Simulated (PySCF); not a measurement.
C2H8AlNOSe, SMILES [OH][Al]([SeH])[N](C)C. Atoms are numbered in the order given.

```xyz
14

Al    -0.6400    -0.2871     0.0000
N      0.4035    -1.7236     0.0000
C     -0.0983    -3.0818     0.0000
C      1.8505    -1.6502     0.0000
H      0.2374    -3.6478     0.8918
H      0.2374    -3.6478    -0.8918
H     -1.2007    -3.0916     0.0000
H      2.2884    -2.1402    -0.8923
H      2.2884    -2.1402     0.8923
H      2.1925    -0.6022     0.0000
O     -2.3392    -0.3502     0.0000
H     -2.9318    -1.1022     0.0000
Se     0.3400     1.7918     0.0000
H     -0.9752     2.4403     0.0000
```
Charge 0, spin multiplicity 1.

Coordinates come from a ωB97X-D3(BJ)/def2-SVP optimisation. Other conformers were not sampled.

The numbers are results of IEF-PCM-PBE0/def2-SVP run with PySCF, not measurements.

The values are the electrostatic part of the solvation free energy, E(continuum) − E(gas) at the gas-phase geometry, in a cavity of scaled van der Waals radii (PySCF's table); cavitation and dispersion terms are not included. A continuum can't describe solvent molecules that bind to the metal. In vacuum the orbital gap is 6.30 eV. The dipole moment in vacuum is 2.49 D.

**Question.** Estimate the values in water (ε = 78.36), 1-octanol (ε = 9.86), methanol (ε = 32.61). (An estimate is asked for; the answer gives what the named calculation found.)

**Answer.** 
```json
[
 {"solvent": "water", "ε": "78.36", "ΔG(elec) (kcal/mol)": "-6.2", "dipole (D)": "3.18", "gap (eV)": "6.32"},
 {"solvent": "1-octanol", "ε": "9.86", "ΔG(elec) (kcal/mol)": "-5.3", "dipole (D)": "3.08", "gap (eV)": "6.31"},
 {"solvent": "methanol", "ε": "32.61", "ΔG(elec) (kcal/mol)": "-6.0", "dipole (D)": "3.16", "gap (eV)": "6.32"}
]
```
